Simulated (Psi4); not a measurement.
Noncovalent pair: SiH4 (SMILES [SiH4]) (first 5 atoms) with CH3NO (SMILES NC=O); geometry from B3LYP-D3(BJ)/def2-TZVP, rigid monomers moved along the line of their centres of mass till Si1···O8 is 5.53 Å.
(charge 0, multiplicity 1):
```xyz
11

Si    -0.014     0.000     0.162
H      0.615     1.041     1.013
H      0.239     0.390    -1.249
H     -1.470    -0.037     0.394
H      0.621    -1.309     0.413
N      0.901     0.376     6.508
C      0.021    -0.651     6.529
O     -0.533    -1.111     5.554
H      1.124     0.817     5.630
H      1.322     0.718     7.354
H     -0.150    -1.045     7.547
```

The numbers are results of SAPT0/jun-cc-pV(D+d)Z (Psi4), not measurements.

Task: Give the four SAPT terms and the total, and say what mostly holds the pair together.

Result: electrostatics -0.19, exchange 0.00, induction -0.02, dispersion -0.07, total -0.29 kcal/mol; the largest attraction is electrostatics.
